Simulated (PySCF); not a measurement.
# Working out the ionisation energy of Pb⁺

Pb⁺ [Xe] 4f14 5d10 6s2 6p1 (2P) → Pb²⁺ [Xe] 4f14 5d10 6s2 (1S). Calculation: PySCF 2.14, in aug-cc-pVTZ-PP with one added diffuse shell each of d, f type with ECP60MDF (6s5p5d3f, 67 functions); a scalar-relativistic core potential. Frozen: 5s2 5p6 5d10. Energies in hartree (1 hartree = 27.21139 eV):

```json
{"part": "UHF", "Pb⁺ (lower)": "-191.594418", "Pb²⁺ (upper)": "-191.109339"}
{"part": "MP2 opposite-spin", "Pb⁺ (lower)": "-0.025014", "Pb²⁺ (upper)": "-0.020309"}
{"part": "MP2 same-spin", "Pb⁺ (lower)": "-0.002126", "Pb²⁺ (upper)": "0.000000"}
```

Question: What does Hartree-Fock give?

Answer: (-191.109339) − (-191.594418) = 0.485079 hartree = 13.200 eV.

Question: What do MP2 and SCS-MP2 (6/5 opposite-spin, 1/3 same-spin) give?

Answer: The opposite-spin parts differ by 0.128 eV and the same-spin parts by 0.058 eV. MP2: 13.200 + (0.128) + (0.058) = 13.386 eV. SCS-MP2: 13.200 + 1.2 × (0.128) + (0.058)/3 = 13.373 eV.

Measured between the centres of the two terms (NIST): 13.869 eV, so MP2 (valence) is off by -0.483 eV.

What remains against the reference includes basis incompleteness, the frozen core and correlation beyond second order.
